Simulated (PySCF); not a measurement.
NICS in one family of compounds.

NICS = −σ at a ghost point: NICS(0) at the centroid of the ring atoms, NICS(1) 1 Å to either side along the normal of their mean plane, zz for the tensor component along that normal. Level: GIAO PBE0/pcSseg-1 (PySCF, non-relativistic, gas phase) on the GFN2-xTB geometries, one conformer each. Atom numbers follow the mapped SMILES.

Question: Order these rings by mean NICS(1)zz, lowest (most negative) first (ppm).
A. ring N3–N4–C5–C6–N9 in `[CH2:1]=[CH:2][n:3]1[n:4][cH:5][c:6]([S:7][CH3:8])[n:9]1`
B. ring N4–N5–C6–C8–N11 in `[CH2:1]=[CH:2][CH2:3][n:4]1[n:5][c:6]([F:7])[c:8]([S:9][CH3:10])[n:11]1`
C. ring N3–N4–C5–C6–N9 in `[CH3:1][CH2:2][n:3]1[n:4][cH:5][c:6]([S:7][CH3:8])[n:9]1`

Answer: C (-30.4), A (-28.0), B (-26.9).

| SMILES | ring | NICS(0) | NICS(1) | NICS(1)zz | HOMA | rms pucker (Å) | ring atoms with four or more neighbours |
| --- | --- | --- | --- | --- | --- | --- | --- |
| CCn1ncc(SC)n1 | 5-membered ring with 3 N; formal bonds all aromatic | -12.3 | -12.5 | -30.4 | 0.98 | 0.00 | 0 |
| C=Cn1ncc(SC)n1 | 5-membered ring with 3 N; formal bonds all aromatic | -10.7 | -11.8 | -28.0 | 0.95 | 0.00 | 0 |
| C=CCn1nc(F)c(SC)n1 | 5-membered ring with 3 N; formal bonds all aromatic | -12.7 | -11.7 | -26.9 | 0.97 | 0.00 | 0 |

NICS(0) gives another order. The isotropic NICS(1) gives the same order. HOMA uses Krygowski's 1993 parameters. NICS(1) and NICS(1)zz are means over the two faces.
